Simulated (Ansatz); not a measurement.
Relaxation of AlClH4N2 (8 atoms, charge 0, multiplicity 1), to a largest force component of 0.015 eV/Å in at most 40 steps.

The calculation used RKS PBE/def2-SVP in Ansatz 0.2.0.

```xyz
8
Properties=species:S:1:pos:R:3:forces:R:3
N -0.215 1.668 -0.158 -2.55 -0.03 -0.76
Al -0.201 -0.195 -0.301 0.52 0.03 0.60
N 0.746 -1.203 0.979 1.62 1.37 -1.35
Cl -1.175 -1.214 -1.951 0.24 0.32 0.45
H -0.882 2.040 -0.958 1.53 -0.62 1.66
H -0.745 1.953 0.728 0.86 -0.28 -1.05
H 1.806 -0.917 0.911 -2.16 -0.47 0.35
H 0.759 -2.188 0.694 -0.06 -0.31 0.10
```

Where does it end, and by what steps?

The run converged. After 7 steps the energy has fallen by 0.652 eV; H7 moved furthest, 0.71 Å.

```tsv
step	energy less start (eV)	largest force component (eV/Å)	accepted
0	0.0000	2.551	yes
1	-0.2952	1.621	yes
2	-0.5667	0.638	yes
3	-0.6286	0.268	yes
4	-0.6433	0.185	yes
5	-0.6485	0.232	yes
6	-0.6498	0.056	yes
7	-0.6519	0.003	yes
```

```xyz
8
Properties=species:S:1:pos:R:3
N -0.496 1.504 -0.175
Al -0.221 -0.240 -0.380
N 0.837 -1.198 0.678
Cl -1.208 -1.230 -1.976
H -1.096 2.057 -0.789
H -0.095 2.097 0.553
H 1.377 -0.847 1.471
H 0.994 -2.201 0.562
```

Whether the end is a true minimum wasn't checked by a vibrational analysis.

The run took 23 s on 1 thread of Arm Neoverse V1, with other jobs on the host, peak memory 0.12 GiB.
